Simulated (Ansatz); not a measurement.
C₃H₁₀AlClSi (SMILES C[Si](C)(C)[AlH][Cl]), singlet, at a GFN2-xTB geometry (such geometries of metal compounds can be far from the true shape), atoms displaced at random by about 0.03 Å a coordinate; HF/STO-3G, gradient (Ansatz, a quantum-chemistry and plane-wave program).

Input for Ansatz:
Ansatz 0.2 input:
```yaml
crystal:
  periodic: [false, false, false]
  atoms:
    - {symbol: Al, position_ang: [0.76932840, -0.84199409, 0.82837229]}
    - {symbol: Cl, position_ang: [-0.16370933, -1.64332588, 2.40200000]}
    - {symbol: H, position_ang: [2.31043118, -1.10911508, 0.88695715]}
    - {symbol: Si, position_ang: [-0.04231676, 0.62364779, -0.97186494]}
    - {symbol: C, position_ang: [1.37307554, 1.42970100, -1.89474240]}
    - {symbol: C, position_ang: [-1.09291273, 2.09352706, -0.15686966]}
    - {symbol: C, position_ang: [-1.22339886, -0.26151458, -2.15274784]}
    - {symbol: H, position_ang: [0.98572745, 1.99175540, -2.81350705]}
    - {symbol: H, position_ang: [1.98121422, 2.04191635, -1.29853177]}
    - {symbol: H, position_ang: [2.02842117, 0.62193210, -2.32758109]}
    - {symbol: H, position_ang: [-0.51051903, 2.78226976, 0.43782313]}
    - {symbol: H, position_ang: [-1.86659341, 1.70913313, 0.48701283]}
    - {symbol: H, position_ang: [-1.55206932, 2.67596052, -0.91814778]}
    - {symbol: H, position_ang: [-2.01188397, -0.76335686, -1.64173170]}
    - {symbol: H, position_ang: [-0.66757960, -1.02409872, -2.69398160]}
    - {symbol: H, position_ang: [-1.66736356, 0.39239834, -2.90298203]}
basis:
  gaussian:
    orbitals: STO-3G
hamiltonian:
  xc: hf
output: {forces: true}
```

### Question
Write the output that Ansatz gives for this input, abridged.

### Answer

```
Functional definition: HF
636 factors; integrals over basis functions are off by at most 4.2e-5 eV
mean field evaluation 1: about -29859.2160 eV, gradient 1.9e1 eV
mean field evaluation 2: about -29859.3681 eV, gradient 1.9e1 eV
mean field evaluation 4: about -29861.1719 eV, gradient 1.0e0 eV
mean field evaluation 8: about -29861.1768 eV, gradient 2.4e-5 eV
mean field -29861.17684793 eV, -1097.3780085287 hartree, gradient 2.9e-5 eV, S^2 0.000000; 0 other end points of the search recorded, 0 dependent functions left out
the calculation of the forces begins
reference -29861.17684793 eV, -1097.3780085287 hartree; 36, 36 occupied and 16, 16 virtual orbitals, 636 factors
Total energy: -29861.17684793 eV, -1097.3780085287 hartree
Atom 0 at     0.769328    -0.841994     0.828372 Å, force     3.007531     2.085718    -3.484809 eV/Å
Atom 1 at    -0.163709    -1.643326     2.402000 Å, force    -1.406934    -0.828595     1.623494 eV/Å
Atom 2 at     2.310431    -1.109115     0.886957 Å, force    -1.957927     0.216219    -0.078501 eV/Å
Atom 3 at    -0.042317     0.623648    -0.971865 Å, force    -1.465255     0.644384     3.176268 eV/Å
Atom 4 at     1.373076     1.429701    -1.894742 Å, force    -0.908205    -2.132533    -4.150933 eV/Å
Atom 5 at    -1.092913     2.093527    -0.156870 Å, force     1.609723    -1.967024    -0.454676 eV/Å
Atom 6 at    -1.223399    -0.261515    -2.152748 Å, force     1.373984     0.311571    -0.729577 eV/Å
Atom 7 at     0.985727     1.991755    -2.813507 Å, force     0.899968    -0.790001     2.234277 eV/Å
Atom 8 at     1.981214     2.041916    -1.298532 Å, force     0.804527     1.214065     0.881496 eV/Å
Atom 9 at     2.028421     0.621932    -2.327581 Å, force    -0.827106     1.316567     0.769551 eV/Å
Atom 10 at    -0.510519     2.782270     0.437823 Å, force     0.380579    -0.128658     0.050610 eV/Å
Atom 11 at    -1.866593     1.709133     0.487013 Å, force    -0.266113    -0.162938     0.048812 eV/Å
Atom 12 at    -1.552069     2.675961    -0.918148 Å, force    -0.550481     0.446389    -0.741663 eV/Å
Atom 13 at    -2.011884    -0.763357    -1.641732 Å, force    -0.652446    -0.246384     0.510574 eV/Å
Atom 14 at    -0.667580    -1.024099    -2.693982 Å, force    -0.199255     0.077992    -0.017196 eV/Å
Atom 15 at    -1.667364     0.392398    -2.902982 Å, force     0.157412    -0.056771     0.362274 eV/Å
Dipole moment:     0.180390     0.107985    -0.468213 e Å
```
